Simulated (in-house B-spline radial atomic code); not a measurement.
Fe II (Fe+) is squeezed into an impenetrable sphere of radius R (the orbitals vanish at R). No spin polarisation. Computed with an all-electron radial atomic-structure program (B-spline basis): scalar-relativistic (X2C) PBE, spherical fractional occupations, Fermi nucleus of rms radius 3.7377 fm.

Energies in eV above the free ion in [Ar] 3d6 4s1:

| R (bohr) | highest level (eV) | [Ar] 3d6 4s1 | [Ne] 3s2 3p5 3d6 4s1 4d1 | [Ar] 3d7 |
| --- | --- | --- | --- | --- |
| 8.69 | -12.3 | 0.003248 | 71.31 | -2.097 |
| 6.37 | -12.1 | 0.1211 | 72.94 | -2.058 |
| 5.17 | -11.3 | 0.7061 | 76.07 | -1.825 |
| 4.46 | -9.88 | 1.987 | 80.53 | -1.258 |
| 3.61 | -5.05 | 7.128 | 93.51 | 1.246 |
| 3.17 | 0.905 | 14.39 | 108.6 | 5.006 |
| 2.53 | 22 | 44.43 | 160.8 | 21.73 |
| 2.05 | 65.7 | 120 | 273.1 | 68.4 |
| 1.62 | 171 | 349.2 | 573.1 | 226.2 |
| 1.35 | 325 | 763.6 | 1074 | 533.2 |

(1) Does [Ne] 3s2 3p5 3d6 4s1 4d1 fall below [Ar] 3d6 4s1 under compression?

(2) Does [Ar] 3d7 fall below [Ar] 3d6 4s1 under compression?

The highest level is first positive in the row R = 3.17 bohr, pushed up by confinement above the zero of the free ion's potential. Each configuration is held fixed and needn't be the lowest in the sphere.

Answers

(1) No, it stays above over the whole range.

(2) It lies below at every radius listed.
